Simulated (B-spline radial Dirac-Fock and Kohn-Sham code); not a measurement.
A summary of the ionisation energies of platinum (Z = 78) against charge, from ΔSCF Dirac-Fock with Breit, self-energy and vacuum polarisation, finite nucleus, configuration average and from the NIST table. The largest relative steps of the computed values, from charge +5 on, come at Pt⁵⁺ (73 electrons left, 58.64 to 74.03 eV); Pt¹⁰⁺ (68 electrons left, 142.5 to 224.2 eV); Pt⁵⁰⁺ (28 electrons left, 2828.5 to 4743.1 eV); Pt⁶⁸⁺ (10 electrons left, 8100.6 to 18130.1 eV). The median of |NIST − computed| / NIST over the 72 ions is 1.34 %.

| charge | computed (eV) | NIST (eV) |
| --- | --- | --- |
| 0 | 7.45 | 8.95883 |
| 5 | 74.03 | 75 |
| 10 | 224.2 | 220.4 |
| 15 | 337.0 | 358 |
| 24 | 751.8 | 760 |
| 29 | 1012.3 | 1040 |
| 34 | 1520.8 | 1509 |
| 39 | 1806.7 | 1821 |
| 44 | 2332.3 | 2291 |
| 49 | 2828.5 | 2827.8 |
| 54 | 5306.7 | 5270 |
| 59 | 6046.6 | 6106 |
| 64 | 7211.6 | 7512 |
| 69 | 18503.9 | 17890 |
| 76 | 88950.0 | 88955.1 |
